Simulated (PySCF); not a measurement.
## How methods differ on the electron affinity of Tl

Tl⁻ [Xe] 4f14 5d10 6s2 6p2 [6p1/2^2, M_J = 0] → Tl [Xe] 4f14 5d10 6s2 6p1 [6p1/2^1, M_J = 1/2], as a difference of total energies. Computed with PySCF 2.14 in x2c-TZVPall-2c with one added diffuse shell each of s, p, d, f type (12s12p10d4f, 126 functions), with the two-component X2C-1e Hamiltonian. Correlated levels: [Kr] 4d10 4f14 frozen; the 26 highest virtual spinors dropped. "Screened" scales the spin-orbit matrix elements by Boettger's factors to mimic the two-electron term; Breit and QED terms are absent.

```json
{"method": "GHF (spin-free)", "electron affinity (eV)": "-0.044", "error (eV)": "-0.364"}
{"method": "GMP2 (spin-free)", "electron affinity (eV)": "0.306", "error (eV)": "-0.014"}
{"method": "GHF (screened spin-orbit)", "electron affinity (eV)": "-0.423", "error (eV)": "-0.743"}
{"method": "GMP2 (screened spin-orbit)", "electron affinity (eV)": "0.170", "error (eV)": "-0.150"}
```

Reference: 0.320 eV (measured; photodetachment measurements, as compiled on the Wikipedia data page of electron affinities).

The spin-free rows relax to the high-spin LS determinant and lack the spin-orbit shift.

Errors of the correlated levels include the incompleteness of this basis and the frozen core.

The labels give the starting determinants; with spin-orbit coupling the two ends relaxed to ⟨J²⟩ = 0.00, ⟨L²⟩ = 1.52, ⟨S²⟩ = 1.52 and ⟨J²⟩ = 0.76, ⟨L²⟩ = 2.22, ⟨S²⟩ = 0.95.

A negative affinity means that the anion lies above the atom at that level of theory.
